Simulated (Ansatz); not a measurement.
Mulliken charges of C$_{2}$H$_{5}$AlSi, SMILES `C#C[SiH2][AlH2]` from ωB97M-V/def2-TZVPP in Ansatz (PBE0-D4/def2-TZVP geometry).

```csv
atom,x (Å),y (Å),z (Å),charge (e)
C1,0.181,1.095,-2.180,-0.046
C2,0.484,0.822,-1.043,-0.379
Si3,0.811,0.304,0.685,0.067
Al4,-1.023,-1.281,1.083,0.380
H5,-0.069,1.350,-3.184,0.229
H6,0.793,1.519,1.544,-0.016
H7,2.178,-0.283,0.742,-0.016
H8,-0.845,-2.814,0.711,-0.110
H9,-2.422,-0.759,1.624,-0.110
```

Q: By hand: the dipole of these point charges (1 e Å = 4.8032 D).

A: Σ q r = (-0.230, -0.146, -0.070) e Å, of length 0.281 e Å = 1.35 D.

Q: How does the dipole of the full density compare? (An estimate is asked.)

A: The calculation gave: (-0.052, -0.039, -0.002) e Å, 0.31 D; the point charges give 4.35 times that, at 13° from its direction.

Point charges leave out the atoms' own dipoles, such as those of lone pairs, and Mulliken's split depends on the basis, so the two needn't agree.
